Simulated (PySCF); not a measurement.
Computed IR spectrum (relative IR intensity) of a molecule C3H4FNSi. Geometry optimised at PBE-D3(BJ)/def2-SVP. One conformer was computed; it need not be the lowest. These are PBE-D3(BJ)/def2-SVP run with PySCF values and carry that method's errors. Frequencies are harmonic and unscaled.

Lines under 2 % of the strongest are left out, and lines within 2 cm⁻¹ are merged.

```tsv
ν (cm⁻¹)	relative intensity
219	2.1
388	5.9
493	18
630	5.5
685	24
704	6.9
722	26
803	17
839	28
901	100
924	35
936	18
1042	13
1255	6.8
1313	5.8
1531	20
1623	18
2206	58
2986	31
3092	8.6
```

Q: Which structure fits?
(A) F[Si@H]1C=CC=N1
(B) FC1=C[SiH2]C=N1
(C) FC1=C[SiH2]N=C1
(D) FC1=CC=N[SiH2]1

A: A, F[Si@H]1C=CC=N1
